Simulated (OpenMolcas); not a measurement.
Au VIII: effect of the active space

```json
{
 "Program": "OpenMolcas 26.06",
 "Method": "MS-CASPT2 or its RAS form, IPEA 0.25 Eh, imaginary shift 0.1 Eh",
 "Basis": "ANO-RCC-VTZP",
 "Scalar Hamiltonian": "DKH2, point nucleus",
 "Spin-orbit coupling": "state interaction with AMFI integrals over the reference wave functions, term energies averaged over their components"
}
```

A. 4 electrons in 5 orbitals (5d); 2S+1 = 5 even, 5 roots; 2S+1 = 3 even, 45 roots; 2S+1 = 1 even, 50 roots; closed shells correlated: 5s 5p; CASPT2 step of the order of 26 core-seconds
B. 10 electrons in 8 orbitals (RAS1 5p, at most 2 holes; RAS2 5d); 2S+1 = 5 even, 5 roots; 2S+1 = 3 even, 45 roots; 2S+1 = 1 even, 50 roots; closed shells correlated: 5s; CASPT2 step roughly 100 core-seconds
C. 4 electrons in 10 orbitals (5d 6d); 2S+1 = 5 even, 5 roots; 2S+1 = 3 even, 45 roots; 2S+1 = 1 even, 50 roots; closed shells correlated: 5s 5p; CASPT2 step of the order of 17 core-minutes

Energies in cm⁻¹ above 5d⁴ ⁵D₁.

```csv
Level,A,B,C
5d⁴ ⁵D₁,0.0,0.0,0.0
5d⁴ ⁵D₂,7390,7440,7350
5d⁴ ⁵D₃ [73 %],12060,12160,12040
5d⁴ ³G₃ [60 %],29200,29360,28990
5d⁴ ³F₂(1) [52 %],29820,30070,29650
5d⁴ ³H₅ [73 %],32550,32740,32470
5d⁴ ³P₁(1) [65 %],32860,33260,32640
5d⁴ ³H₆ [65 %],36020,36090,36020
5d⁴ ³G₄ [66 %],39640,39900,39500
5d⁴ ³G₅ [73 %],53340,53910,53400
5d⁴ ³D₁,54190,54820,53950
5d⁴ ¹I₆ [65 %],55870,56150,55990
5d⁴ ¹S₀(1) [65 %],62220,62950,62230
5d⁴ ¹F₃ [52 %],65320,65810,65250
5d⁴ ³F₃(2) [74 %],78330,78580,78130
5d⁴ ³P₁(2),78610,79140,78340
5d⁴ ³P₀(2) [71 %],82760,83320,82440
5d⁴ ¹D₂(2),100510,100790,100390
5d⁴ ¹S₀(2),126400,126500,126220
```

A puts 5d⁴ ⁵D₀ [51 %] lowest. B puts 5d⁴ ⁵D₀ [51 %] lowest. C puts 5d⁴ ⁵D₀ [51 %] lowest.

Among A to C the level of the table that moves most is 5d⁴ ³P₀(2) [71 %], by 880 cm-1 (lowest in C, highest in B). Moves below CASPT2's spread within the term are not significant.

CASPT2 does not keep the components of a term degenerate, so their means are used; among the terms shown or strongly mixed into the levels shown the widest spread is 1200 cm-1 (5d⁴ ¹I, B). The CASPT2 spread within a term exceeds the gap to the next term for 5d⁴ ³D and 5d⁴ ¹I, so the order of their levels is uncertain (figures for A; the like holds for B, C). Active for correlation alone: 5p; no level in the range computed is led by a configuration that opens it, so any true level of that kind is missing (holds for B). Active for correlation alone: 6d; no level in the range computed is led by a configuration that fills it, so any true level of that kind is missing (holds for C). Levels of configurations outside the active space are missing. The table leaves out levels that lie high or whose names do not pair safely across all columns.

A share in square brackets marks a mixed level and gives the weight of the term that names it, the lowest over the columns. A number in round brackets counts repeated terms of one configuration in the order of the reference energies.
